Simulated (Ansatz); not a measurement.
A nudged elastic band was laid between two geometries of a periodic cell of 20 atoms, HC$_{18}$N (surface graphene monolayer, adsorbate NH).

Level of theory: DFT PBEsol, scalar-relativistic, plane waves, PAW (Ansatz). Settings: cutoff 420 eV, k mesh 2x2x1, fermi-dirac smearing 0.02 eV, no spin polarisation.

| Item | Value |
| --- | --- |
| movable images | 5 |
| climbing image | yes |
| spring | 2.0 to 10.0 eV/Å², energy-weighted |
| optimiser | quadratic models (default) |
| start path | IDPP |
| force threshold | 0.05 eV/Å |
| iteration limit | 20 |
| end points | relaxed |

Image 0:

```xyz
20
Lattice="7.3980 0.0000 0.0000 -3.6990 6.4069 0.0000 0.0000 0.0000 12.0000" Properties=species:S:1:pos:R:3
C 0.054 0.121 0.955
C 1.271 0.876 1.254
C -1.157 2.277 0.867
C 0.080 2.996 0.860
C -2.372 4.409 0.922
C -1.157 5.091 0.954
C 2.588 0.116 1.252
C 3.810 0.870 0.956
C 1.313 2.312 0.958
C 2.528 2.987 0.928
C 0.079 4.404 0.859
C 1.316 5.120 0.866
C 5.019 0.144 0.860
C 6.238 0.848 0.859
C 3.787 2.260 0.928
C 5.021 2.980 0.873
C 2.535 4.415 0.873
C 3.770 5.135 0.922
N 1.953 0.536 2.521
H 1.480 -0.286 2.925
```

Image 6:

```xyz
20
Lattice="7.3980 0.0000 0.0000 -3.6990 6.4069 0.0000 0.0000 0.0000 12.0000" Properties=species:S:1:pos:R:3
C 0.043 0.071 0.923
C 1.248 0.838 1.141
C -1.178 2.209 0.838
C 0.074 2.933 0.783
C -2.433 4.328 0.892
C -1.165 4.993 1.281
C 2.544 0.080 1.345
C 3.770 0.798 0.964
C 1.297 2.244 0.809
C 2.524 2.930 0.820
C 0.092 4.327 0.880
C 1.298 5.050 0.850
C 4.980 0.083 0.883
C 6.215 0.791 0.855
C 3.756 2.198 0.860
C 4.987 2.913 0.837
C 2.523 4.345 0.800
C 3.766 5.055 0.861
N 1.804 0.562 2.476
H 2.489 -1.663 2.383
```

Task: Which bonds break or form, and what moves?

Result: Contacts lost: N19–H20. Contacts made: C6–H20. The atom that moves furthest is H20, by 1.79 Å.

Task: What energy profile does the band end with?

Result: It converged. The highest image is number 3 of 0 to 6, 2.82 eV above the first end and 0.18 eV above the last; the last end lies 2.64 eV above the first. Neighbouring images differ by up to 1.6 eV, so the band resolves the path poorly. The order of the stationary point at the top wasn't checked. Limits of this set-up: slab without dipole correction, open-shell adsorbate without spin.

```tsv
image	path coordinate (Å)	energy (eV)	N19–H20 (Å)	C6–H20 (Å)
0	0.00	0.00	1.03	2.46
1	0.86	1.12	1.15	1.73
2	1.27	2.69	1.57	1.36
3	1.44	2.82	1.76	1.23
4	1.58	2.78	1.92	1.18
5	1.76	2.71	2.09	1.15
6	2.05	2.64	2.33	1.13
```

Task: What is the geometry of the highest image?

Result: 
```xyz
20
Lattice="7.3980 0.0000 0.0000 -3.6990 6.4069 0.0000 0.0000 0.0000 12.0000" Properties=species:S:1:pos:R:3:forces:R:3
C 0.036 0.107 0.962 0.01 0.00 0.01
C 1.252 0.858 1.258 -0.02 0.01 -0.02
C -1.181 2.258 0.899 0.00 0.00 0.00
C 0.066 2.978 0.917 -0.01 0.00 0.00
C -2.430 4.385 0.868 0.00 0.00 0.00
C -1.188 5.073 1.169 0.01 -0.01 -0.02
C 2.573 0.141 1.227 0.00 0.01 0.03
C 3.781 0.864 0.894 0.00 0.00 -0.01
C 1.292 2.290 0.960 0.01 -0.01 0.00
C 2.511 2.976 0.892 0.00 0.00 0.00
C 0.072 4.377 0.961 0.01 0.00 0.00
C 1.286 5.103 0.890 0.00 0.00 0.00
C 4.988 0.133 0.861 0.00 -0.01 0.00
C 6.216 0.836 0.889 0.00 0.00 0.00
C 3.760 2.256 0.865 0.00 0.00 0.00
C 4.992 2.969 0.851 0.00 0.00 0.00
C 2.507 4.395 0.844 0.00 0.00 0.00
C 3.747 5.110 0.863 0.00 0.00 0.00
N 1.927 0.487 2.509 0.00 0.00 0.00
H 2.187 -1.248 2.356 0.00 0.00 0.00
```

Run time: 7.8 min on 1 thread of Arm Neoverse V1 (shared host), peak memory 1 GiB.
